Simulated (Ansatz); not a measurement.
Gas-phase electronic energies from Ansatz, PBE0-D4/def2-TZVP geometries. CBS: MP2 limit from def2 TZ/QZ plus the TZ coupled-cluster correction, frozen cores. DFT in def2-TZVPP. Each species was taken in one conformer, which may not be the lowest.

Consider the formal exchange of groups at the Si–Cl bond: `BN(C)[SiH2]Cl` + `F/C=C(\F)Cl` → `BN(C)[SiH2]F` + `FC=C(Cl)Cl`.

```csv
species,PBE0-D4 energy (Eh)
`BN(C)[SiH2]Cl`,-871.35870
`F/C=C(\F)Cl`,-736.35629
`BN(C)[SiH2]F`,-511.09963
`FC=C(Cl)Cl`,-1096.63441
```

Task: Work out ΔE.

Result: ΔE = (-511.09963) + (-1096.63441) − (-871.35870) − (-736.35629) = -0.01905 Eh = -12.0 kcal/mol. CCSD(T)/CBS gives -15.4 kcal/mol.

Largest T1 diagnostic among the species: 0.012.

In def2-TZVPP, CCSD(T) changes the Hartree–Fock value by −1.7 kcal/mol (the triples alone add −0.2 kcal/mol) and MP2 by −3.6 kcal/mol.
